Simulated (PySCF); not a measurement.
Interval between two levels of Ne+ by level of theory

Ne+ [He] 2s2 2p5 [2P3/2, M_J = 3/2] → Ne+ [He] 2s1 2p5 3d1 [4F9/2, M_J = 9/2], as a difference of total energies. All numbers are calculated (PySCF 2.14, the two-component X2C-1e Hamiltonian, in x2c-TZVPall-2c with one added diffuse shell each of s, p, d type (6s4p3d1f, 40 functions)). Correlated levels: 1s2 frozen. "Screened" scales the spin-orbit matrix elements by Boettger's factors to mimic the two-electron term; Breit and QED terms are absent.

| method | interval between two levels (cm⁻¹) |
| --- | --- |
| GHF (spin-free) | 540770 |
| GMP2 (spin-free) | 543810 |
| GHF (screened spin-orbit) | 540730 |
| GMP2 (screened spin-orbit) | 543780 |

The labels give the starting determinants; with spin-orbit coupling the two ends relaxed to ⟨J²⟩ = 3.75, ⟨L²⟩ = 2.00, ⟨S²⟩ = 0.75 and ⟨J²⟩ = 24.75, ⟨L²⟩ = 12.00, ⟨S²⟩ = 3.75.

The promoted electron is Rydberg-like, and one or two diffuse shells describe it only roughly, which tends to raise the upper state.
